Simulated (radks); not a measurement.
Results of a calculation; reference values are marked as such.
Effect of the nuclear size on the technetium ion Tc33+, [Ne]. Level of theory: Dirac Kohn-Sham, LDA (Slater exchange, Perdew-Wang correlation), spin-unpolarised, spherical densities, finite nucleus; Fermi nuclear charge, rms radius 4.4112 fm (a radial shooting solver on a logarithmic mesh with Libxc functionals). The rms radius is varied about that value; shifts are against it.

| rms radius (fm) | total energy shift (eV) | density at nucleus (e/bohr^3) | 1s1/2 shift (meV) | 2s1/2 shift (meV) | 2p1/2 shift (meV) | 2p3/2 shift (meV) | 3s1/2 (empty) shift (meV) | 3p1/2 (empty) shift (meV) |
|---|---|---|---|---|---|---|---|---|
| 3.6789 | -0.502 | 1.002e+05 | -216 | -24.6 | 0.964 | 1.30 | -6.44 | 0.207 |
| 4.2568 | -0.113 | 9.851e+04 | -48.5 | -5.51 | 0.216 | 0.291 | -1.44 | 0.046 |
| 4.4112 | 0 | 9.812e+04 | 0.000 | 0.000 | 0.000 | 0.000 | 0.000 | 0.000 |
| 4.7862 | 0.288 | 9.722e+04 | 124 | 14.1 | -0.553 | -0.744 | 3.70 | -0.119 |
| 4.9758 | 0.442 | 9.679e+04 | 190 | 21.6 | -0.848 | -1.14 | 5.67 | -0.182 |

Slopes of the eigenvalues against <r^2> in GHz/fm^2, as finite differences over the two radii next to the reference (eigenvalue slopes, not the field-shift constants of lines): 1s1/2 8720, 2s1/2 991, 2p1/2 -38.8, 2p3/2 -52.3, 3s1/2 (empty) 260, 3p1/2 (empty) -8.34.
